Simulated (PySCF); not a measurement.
An unknown gives this computed stick spectrum. The calculation used TDDFT wB97X-D/def2-SVPD, vertical, gas phase, core orbitals frozen in the response in PySCF. Geometries: PBE0-D3(BJ)/def2-SVP, one conformer each.

```tsv
state	ν̃ (cm⁻¹)	f	main configurations (H = HOMO, L = LUMO)
S1	51160	0.0079	H→L (72%), H→L+2 (16%)
S2	59810	0.075	H→L+3 (61%), H→L+7 (18%), H→L (12%)
S3	60130	0.0036	H→L+1 (80%), H→L+4 (15%)
S4	61880	0.0001	H→L+5 (67%), H→L+2 (16%), H→L (9%)
S5	65270	0.018	H→L+2 (55%), H→L+5 (23%)
S6	66250	0.0050	H→L+4 (52%), H→L+6 (26%), H→L+1 (10%)
S7	67490	0.026	H-2→L (46%), H→L+7 (26%), H→L+3 (9%)
S8	67630	0.012	H-1→L (77%), H-1→L+2 (8%)
S9	67910	0.014	H→L+7 (42%), H-2→L (31%), H→L+3 (10%)
S10	69510	0.013	H→L+8 (87%)
```

Triplets computed (Tamm–Dancoff): 6.17, 7.35, 7.41, 7.55 eV.

Orbital energies (eV): HOMO-3 -10.60, HOMO-2 -10.05, HOMO-1 -10.03, HOMO -8.31, LUMO 2.42, LUMO+1 3.01, LUMO+2 3.06.

Problem. Which structure fits? All have the formula C6H11N.
A. `C(C)C(CC)C#N`
B. `CC(CC)(C#N)C`
C. `CCCCCC#N`
D. `[C@H]12[C@H](CC1)CNC2`

Solution. D. Its S1, at 6.34 eV, is the lowest among the candidates; the nearest of the others has S1 at 7.69 eV. S1 is HOMO→LUMO (72%), HOMO→LUMO+2 (16%). Löwdin shares by element: HOMO nitrogen 57%, carbon 19% or more, hydrogen 6% or more (atoms not listed hold the other 18%); LUMO carbon 22% or more, hydrogen 17% or more (atoms not listed hold the other 60%). At the same level the other candidates give, for their lowest levels:
- `CCC(C#N)CC`: 7.69 eV (f 0.000); 8.02 eV (f 0.008); 8.02 eV (f 0.001); 9.13 eV (f 0.041); 9.24 eV (f 0.008); HOMO -11.05, LUMO 2.00 eV
- `CCC(C)(C)C#N`: 7.76 eV (f 0.000); 8.11 eV (f 0.004); 8.11 eV (f 0.004); 9.08 eV (f 0.050); 9.14 eV (f 0.053); T1 6.45 eV; HOMO -11.01, LUMO 2.08 eV
- `CCCCCC#N`: 7.70 eV (f 0.000); 8.06 eV (f 0.005); 8.07 eV (f 0.001); 9.03 eV (f 0.004); 9.08 eV (f 0.003); HOMO -11.04, LUMO 2.01 eV
